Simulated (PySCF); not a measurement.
**Core-level binding energies of `C=C[Si@@H](F)N=C`**

Compound: C3H6FNSi.
SMILES with atom numbers: `[CH2:1]=[CH:2][Si@@H:3]([F:4])[N:5]=[CH2:6]`

Cartesian coordinates in Å at the GFN2-xTB level; atoms count from 1:
```xyz
12
C3H6FNSi angstrom
C      2.4665    0.2801    0.4729
C      1.1785    0.5625    0.3580
Si    -0.0891   -0.6437   -0.3267
F      0.2129   -2.1291    0.2211
N     -1.5642   -0.2478    0.4598
C     -2.6655    0.2310    0.1308
H      2.8621   -0.6776    0.1757
H      3.1829    0.9807    0.8752
H      0.8329    1.5388    0.6738
H     -0.0445   -0.7994   -1.7767
H     -2.9528    0.4960   -0.8912
H     -3.4186    0.4079    0.8953
```

Level of theory: delta-SCF UKS SCAN, pcX-2 on the ionised atom, pcseg-1 elsewhere, spin-free X2C in PySCF. These are vertical core ionisation energies against the vacuum level, from separate self-consistent calculations with and without the core hole.

Q: Give the core binding energies atom by atom.

A: 
| atom(s) | bonded to | level | binding energy (eV) | 2p1/2 (eV) | above the level's lowest (eV) | count |
| --- | --- | --- | --- | --- | --- | --- |
| Si3 | F, N, C and H | Si 2p3/2 | 107.65 | 108.28 | 0.00 | 1 |
| C2 | C (double bond), H and Si | C 1s | 290.19 | – | 0.00 | 1 |
| C1 | C (double bond) and 2 H | C 1s | 290.59 | – | +0.40 | 1 |
| C6 | N (double bond) and 2 H | C 1s | 292.40 | – | +2.21 | 1 |
| N5 | C (double bond) and Si | N 1s | 404.64 | – | 0.00 | 1 |
| F4 | Si | F 1s | 691.88 | – | 0.00 | 1 |
| Si3 | F, N, C and H | Si 1s | 1847.67 | – | 0.00 | 1 |

The listed C 1s values span 2.21 eV, from C2 (bonded to C (double bond), H and Si) to C6 (bonded to N (double bond) and 2 H). Summing the Pauling electronegativity differences to the bonded atoms, each weighted by its formal bond order, gives -1.00 for the lowest site and +0.28 for the highest; no listed site has a larger sum than the highest.

Q: What is the C 1s shift of C6 against C1?

A: 292.40 − 290.59 = +1.81 eV, or +175 kJ/mol.

Q: What is the longest wavelength that can ionise Si 2p3/2 of Si3 vertically?

A: λ = hc/E = 12398.42 eV Å / 107.65 eV = 115.173 Å.

Spin–orbit and ligand-field terms were added within each 2p shell after the spin-free SCF. 2p1/2 minus 2p3/2 (ligand field included): Si 0.63 eV. The structure is a single GFN2-xTB conformer in the gas phase; no vibrational or solvent corrections. GFN2-xTB frequencies show an imaginary mode (27i cm⁻¹), so this geometry is no minimum at that level.
